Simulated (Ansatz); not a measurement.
Calculated with Ansatz (gas phase, PBE0-D4/def2-TZVP geometries, no zero-point term in ΔE). CCSD(T)/CBS adds triple-zeta CCSD(T) − MP2 to the extrapolated MP2 energy (def2 sets, frozen cores). Functionals use def2-TZVPP. B3LYP here is the variant with VWN-RPA as its local correlation; programs differ in this. HSE06 is defined as in plane-wave codes. def2 core potentials past Kr. For Ti, W outer-core shells are correlated without core-valence functions, which leaves a few kJ/mol of doubt a bond. Scalar relativity is left out up to krypton. One conformer a species, not always the lowest.

`C[O][W](=[O])(=[O])[F]` + `C[N](C)[Ti]([NH2])([NH2])[NH2]` → `C[O][W](=[O])(=[O])[N](C)C` + `[NH2][Ti]([NH2])([NH2])[F]`  (redistribution)

```csv
level,ΔE (kJ/mol),difference from CCSD(T)/CBS
LDA (SPW92),-68.6,-4.0
PBE-D4,-65.6,-1.0
revPBE-D4,-62.5,2.1
r2SCAN-D4,-66.3,-1.7
PBE0-D4,-68.7,-4.1
B3LYP-D4,-67.9,-3.3
r2SCANh-D4,-67.5,-2.9
r2SCAN0-D4,-69.4,-4.8
HSE06-D4,-68.8,-4.2
BHLYP-D4,-72.8,-8.2
CAM-B3LYP-D4,-70.2,-5.6
ωB97X-V,-70.5,-5.9
ωB97M-V,-69.1,-4.5
B2PLYP,-67.9,-3.3
PBE-QIDH,-69.9,-5.3
PBE,-67.6,-3.0
revPBE,-67.5,-2.9
BLYP,-68.1,-3.5
r2SCAN,-67.3,-2.7
PBE0,-70.6,-6.0
B3LYP,-70.5,-5.9
r2SCANh,-68.5,-3.9
CAM-B3LYP,-72.1,-7.5
LC-ωPBE,-72.1,-7.5
RPA@PBE/def2-TZVPP,-69.0,-4.4
HF/def2-SVP,-74.8,-10.2
MP2/def2-SVP,-72.6,-8.0
CCSD/def2-SVP,-74.8,-10.2
CCSD(T)/def2-SVP,-71.7,-7.1
HF/def2-TZVPP,-77.2,-12.6
MP2/def2-TZVPP,-68.3,-3.7
SCS-MP2/def2-TZVPP,-68.8,-4.2
CCSD/def2-TZVPP,-73.2,-8.6
CCSD(T)/def2-TZVPP,-69.2,-4.6
HF/def2-QZVPP,-76.8,-12.2
MP2/def2-QZVPP,-65.5,-0.9
SCS-MP2/def2-QZVPP,-66.4,-1.8
HF/CBS(def2),-76.7,-12.1
MP2/CBS(def2),-63.6,1.0
CCSD/CBS(def2),-68.5,-3.9
CCSD(T)/CBS,-64.6,0
```

Largest T1 diagnostic among the species: 0.024, so the coupled-cluster value is less sure than usual.

At CCSD(T), def2-SVP lies −7.1 kJ/mol from the extrapolated value and def2-TZVPP −4.6 kJ/mol. Leaving LDA and LC-ωPBE aside and taking each functional with its dispersion term where it has one, the values, not all of them listed here, spread over 11.9 kJ/mol, from BHLYP-D4 to B97M-V.
